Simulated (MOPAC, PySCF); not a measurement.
Dissociation curve of CuCl, singlet.

- PM7, restricted, heats of formation (MOPAC)
- UHF/def2-TZVP (PySCF)
- RKS-B3LYP/3-21G = restricted B3LYP/3-21G (PySCF)

Energies are in kJ/mol, each relative to the lowest point of its own curve near equilibrium.

| R / Å | PM7 | UHF | RKS-B3LYP/3-21G |
|---|---|---|---|
| 1.66 | 185.2 | 309.4 | 209.4 |
| 1.75 | 94.6 | 179.5 | 105.4 |
| 1.86 | 31.8 | 81.9 | 35.7 |
| 1.95 | 7.3 | 36.2 | 8.8 |
| 2.02 | 0.1 | 15.4 | 0.5 |
| 2.08 | 0.0 | 5.2 | 0.0 |
| 2.15 | 5.3 | 0.0 | 5.2 |
| 2.21 | 13.3 | 0.1 | 13.5 |
| 2.30 | 29.8 | 5.9 | 30.9 |
| 2.43 | 59.3 | 22.4 | 62.8 |
| 2.55 | 89.4 | 42.8 | 95.7 |
| 2.78 | 147.3 | 87.2 | 159.9 |
| 3.15 | 226.1 | 158.1 | 251.5 |
| 3.43 | 270.6 | 205.4 | 306.7 |
| 3.76 | 309.4 | 235.5 | 356.3 |
| 4.20 | 346.4 | 243.5 | 400.0 |
| 4.61 | 372.5 | 245.8 | 424.3 |
| 5.13 | 399.4 | 246.8 | 442.0 |
| 5.59 | 419.4 | 247.0 | 451.2 |
| 6.29 | 445.0 | 247.1 | 460.0 |
| 7.34 | 476.4 | 247.2 | 468.3 |
| 8.35 | 499.3 | 247.2 | 473.8 |

At the longest distance, 8.35 Å, PM7 lies highest above its minimum (499.3 kJ/mol) and UHF lowest (247.2 kJ/mol).

The restricted form behind PM7, RKS-B3LYP/3-21G keeps the bonding electrons paired and can't separate into open-shell fragments. The unrestricted determinant behind UHF is spin-contaminated at 3.76 to 8.35 Å (<S²> up to 1.0, against 0.00 for a pure singlet).
